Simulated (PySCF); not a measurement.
F5Sb, charge +1, doublet, geometry from GFN2-xTB (a state made from the parent by changing its charge; the spin is typed, not shown lowest) (all electrons, no relativity), with bond 3-1 at 2.2 times its length; PBE0/STO-3G (PySCF).

Here is a job for PySCF.
```python
from pyscf import gto, scf, dft

mol = gto.Mole()
mol.atom = '''
    Sb    0.00964327   -0.00302559   -0.01423230
    F     1.00392385   -0.64141033    1.57706820
    F    -3.47319827    1.98455755   -1.72816782
    F     0.60238923    1.82142470    0.48519056
    F     1.08525452   -0.50053220   -1.48642043
    F    -1.17274624   -1.56275844    0.29810525
'''
mol.basis = 'sto-3g'
mol.charge = 1
mol.spin = 1
mol.verbose = 4
mol.build()

mf = dft.UKS(mol)
mf.xc = 'pbe0'
mf.kernel()
mo_i, mo_e, stable_i, stable_e = mf.stability(internal=True, external=False, return_status=True, nroots=6, tol=1e-6)
print('internally stable:', stable_i, ' externally stable:', stable_e)
if not stable_i:
    umf = mf.copy()
    umf.scf_summary = {}
    umf.kernel(umf.make_rdm1(mo_i, mf.mo_occ))
```

Task: Predict the main parts of the log of this PySCF run.

Result: 
```
PySCF version 2.14.0

[INPUT] verbose = 4
[INPUT] num. atoms = 6
[INPUT] num. electrons = 95
[INPUT] charge = 1
[INPUT] spin (= nelec alpha-beta = 2S) = 1
[INPUT] symmetry False subgroup None
[INPUT] Mole.unit = angstrom
[INPUT] Symbol           X                Y                Z      unit          X                Y                Z       unit  Magmom
[INPUT]  1 Sb     0.009643270000  -0.003025590000  -0.014232300000 AA    0.018223139245  -0.005717536465  -0.026895149123 Bohr   0.0
[INPUT]  2 F      1.003923850000  -0.641410330000   1.577068200000 AA    1.897141126419  -1.212089857167   2.980226977761 Bohr   0.0
[INPUT]  3 F     -3.473198270000   1.984557550000  -1.728167820000 AA   -6.563393506613   3.750270247938  -3.265763877087 Bohr   0.0
[INPUT]  4 F      0.602389230000   1.821424700000   0.485190560000 AA    1.138350665088   3.441993839518   0.916877276624 Bohr   0.0
[INPUT]  5 F      1.085254520000  -0.500532200000  -1.486420430000 AA    2.050833818246  -0.945868774526  -2.808927518658 Bohr   0.0
[INPUT]  6 F     -1.172746240000  -1.562758440000   0.298105250000 AA   -2.216169207213  -2.953185450453   0.563337278795 Bohr   0.0

nuclear repulsion = 670.168545817407
number of shells = 26
number of NR pGTOs = 156
number of NR cGTOs = 52
basis = sto-3g
ecp = {}

******** <class 'pyscf.dft.uks.UKS'> ********
method = UKS
initial guess = minao
damping factor = 0
level_shift factor = 0
DIIS = <class 'pyscf.scf.diis.CDIIS'>
diis_start_cycle = 1
diis_space = 8
diis_damp = 0
SCF conv_tol = 1e-09
SCF conv_tol_grad = None
SCF max_cycles = 50
direct_scf = True
direct_scf_tol = 1e-13
number electrons alpha = 48  beta = 47
XC library pyscf.dft.libxc version 7.1.2
    S. Lehtola, C. Steigemann, M. J. T. Oliveira, and M. A. L. Marques,  SoftwareX 7, 1–5 (2018)
XC functionals = pbe0
    C. Adamo and V. Barone,  J. Chem. Phys. 110, 6158 (1999)
    M. Ernzerhof and G. E. Scuseria,  J. Chem. Phys. 110, 5029 (1999)
radial grids:
    Treutler-Ahlrichs [JCP 102, 346 (1995); DOI:10.1063/1.469408] (M4) radial grids

becke partition: Becke, JCP 88, 2547 (1988); DOI:10.1063/1.454033
pruning grids: <function nwchem_prune>
grids dens level: 3
symmetrized grids: False
atomic radii adjust function: <function treutler_atomic_radii_adjust>
small_rho_cutoff = 0
Set gradient conv threshold to 3.16228e-05
tot grids = 93272
init E= -6726.24305423967

cycle= 1 E= -6742.42482903046  delta_E= -16.2  |g|= 0.309  |ddm|= 2.58

cycle= 2 E= -6742.57881416867  delta_E= -0.154  |g|= 1.09  |ddm|=  2.9

cycle= 3 E= -6743.22250019163  delta_E= -0.644  |g|= 0.691  |ddm|= 1.88
cycle= 4 E= -6743.33525825902  delta_E= -0.113  |g|= 0.532  |ddm|= 1.55
cycle= 5 E= -6743.27681344574  delta_E= 0.0584  |g|= 0.636  |ddm|= 1.01
cycle= 6 E= -6743.54004201845  delta_E= -0.263  |g|= 0.272  |ddm|= 1.04
cycle= 7 E= -6742.49058727476  delta_E= 1.05  |g|= 0.19  |ddm|=  2.8
cycle= 8 E= -6743.38291007327  delta_E= -0.892  |g|= 0.508  |ddm|= 2.79
cycle= 9 E= -6743.50116966464  delta_E= -0.118  |g|= 0.344  |ddm|= 0.45
cycle= 10 E= -6743.4943267939  delta_E= 0.00684  |g|= 0.358  |ddm|= 0.0767
cycle= 11 E= -6744.25305829879  delta_E= -0.759  |g|= 0.159  |ddm|= 1.42
cycle= 12 E= -6742.50546420671  delta_E= 1.75  |g|= 0.156  |ddm|= 2.43
cycle= 13 E= -6742.50797332867  delta_E= -0.00251  |g|= 0.147  |ddm|= 0.0329
cycle= 14 E= -6744.27225131733  delta_E= -1.76  |g|= 0.0957  |ddm|= 2.41
cycle= 15 E= -6743.43663674252  delta_E= 0.836  |g|= 0.44  |ddm|= 1.43
cycle= 16 E= -6744.27537910747  delta_E= -0.839  |g|= 0.08  |ddm|= 1.42
cycle= 17 E= -6744.27732136788  delta_E= -0.00194  |g|= 0.0676  |ddm|= 0.0454
cycle= 18 E= -6744.27743583723  delta_E= -0.000114  |g|= 0.0671  |ddm|= 0.0305
cycle= 19 E= -6744.27655639095  delta_E= 0.000879  |g|= 0.0728  |ddm|= 0.0439
cycle= 20 E= -6744.27607128128  delta_E= 0.000485  |g|= 0.0756  |ddm|= 0.0191
cycle= 21 E= -6744.278386146  delta_E= -0.00231  |g|= 0.0577  |ddm|= 0.0583
cycle= 22 E= -6743.95387439047  delta_E= 0.325  |g|= 0.132  |ddm|= 1.71
cycle= 23 E= -6743.95791101054  delta_E= -0.00404  |g|= 0.116  |ddm|= 0.0368
cycle= 24 E= -6744.28151651238  delta_E= -0.324  |g|= 0.0153  |ddm|=  1.7
cycle= 25 E= -6744.2818819679  delta_E= -0.000365  |g|= 0.00414  |ddm|= 0.0636
cycle= 26 E= -6744.28204879304  delta_E= -0.000167  |g|= 0.00414  |ddm|= 0.053
cycle= 27 E= -6744.28226654603  delta_E= -0.000218  |g|= 0.00302  |ddm|= 0.0661
cycle= 28 E= -6744.28242024051  delta_E= -0.000154  |g|= 0.00468  |ddm|= 0.201
cycle= 29 E= -6744.2823251379  delta_E= 9.51e-05  |g|= 0.00554  |ddm|= 0.0248
cycle= 30 E= -6744.2824645498  delta_E= -0.000139  |g|= 0.00352  |ddm|= 0.0374
cycle= 31 E= -6744.28249528102  delta_E= -3.07e-05  |g|= 0.00273  |ddm|= 0.0123
cycle= 32 E= -6744.28253999301  delta_E= -4.47e-05  |g|= 0.000477  |ddm|= 0.041
cycle= 33 E= -6744.28254220014  delta_E= -2.21e-06  |g|= 0.000396  |ddm|= 0.00825
cycle= 34 E= -6744.28254334862  delta_E= -1.15e-06  |g|= 0.000297  |ddm|= 0.00519
cycle= 35 E= -6744.28254410932  delta_E= -7.61e-07  |g|= 0.000179  |ddm|= 0.00382
cycle= 36 E= -6744.28254479308  delta_E= -6.84e-07  |g|= 0.000128  |ddm|= 0.00543
cycle= 37 E= -6744.28254496017  delta_E= -1.67e-07  |g|= 8.16e-05  |ddm|= 0.00232
cycle= 38 E= -6744.28254500208  delta_E= -4.19e-08  |g|= 7.97e-05  |ddm|= 0.00105
cycle= 39 E= -6744.28254502218  delta_E= -2.01e-08  |g|= 4.49e-05  |ddm|= 0.000534
cycle= 40 E= -6744.28254503908  delta_E= -1.69e-08  |g|= 2.55e-05  |ddm|= 0.000992
cycle= 41 E= -6744.28254504415  delta_E= -5.08e-09  |g|= 1.25e-05  |ddm|= 0.00043
cycle= 42 E= -6744.28254504597  delta_E= -1.82e-09  |g|= 1.09e-05  |ddm|= 0.000188
cycle= 43 E= -6744.28254504703  delta_E= -1.06e-09  |g|= 1.08e-05  |ddm|= 8.57e-05
cycle= 44 E= -6744.28254504844  delta_E= -1.4e-09  |g|= 1.08e-05  |ddm|= 0.000103
cycle= 45 E= -6744.28254505099  delta_E= -2.55e-09  |g|= 1.08e-05  |ddm|= 0.000189
cycle= 46 E= -6744.28254505339  delta_E= -2.41e-09  |g|= 1.07e-05  |ddm|= 0.000175
cycle= 47 E= -6744.28254505707  delta_E= -3.68e-09  |g|= 1.07e-05  |ddm|= 0.000264
cycle= 48 E= -6744.28254505845  delta_E= -1.38e-09  |g|= 1.07e-05  |ddm|= 9.63e-05
cycle= 49 E= -6744.2825450629  delta_E= -4.45e-09  |g|= 1.06e-05  |ddm|= 0.00031
cycle= 50 E= -6744.2825450665  delta_E= -3.6e-09  |g|= 1.06e-05  |ddm|= 0.000248
SCF not converged.
SCF energy = -6744.2825450665 after 50 cycles  <S^2> = 0.78281393  2S+1 = 2.0325491
uhf_internal: lowest eigs of H = [0.00011663 0.0032214  0.00918484 0.04686227 0.08355382 0.10255324]
<class 'pyscf.dft.uks.UKS'> wavefunction is stable in the internal stability analysis
internally stable: True  externally stable: None
```

Convergence was not reached.
